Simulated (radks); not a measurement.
The mean radii <r> (bohr) of the occupied orbitals of an atom or ion are listed with their occupations. Calculated with a radial shooting solver on a logarithmic mesh with Libxc functionals: Dirac Kohn-Sham, BLYP, spin-unpolarised, spherical densities, finite nucleus; Fermi nuclear charge, rms radius of each element as measured or else 0.836 A^(1/3) + 0.57 fm.

orbital  occ.      <r>
1s1/2       2  0.05845
2s1/2       2   0.2652
2p1/2       2   0.2317
2p3/2       4   0.2347
3s1/2       2   0.7130
3p1/2       2   0.7106
3p3/2       1   0.7159

Name the element and its charge. Open shells, if any, fill j = l - 1/2 first.

Answer. Z = 26, iron, charge +11: Fe11+ in [Ne] 3s2 3p3. The 1s radius gives Z: for a bare nucleus <r> = (2 gamma + 1)/(2Z) with gamma = sqrt(1 - (Z/c)^2), 0.05699 bohr for Z = 26, and screening makes it slightly larger (0.05845 here). The occupations add up to 15, and the charge is Z minus that.
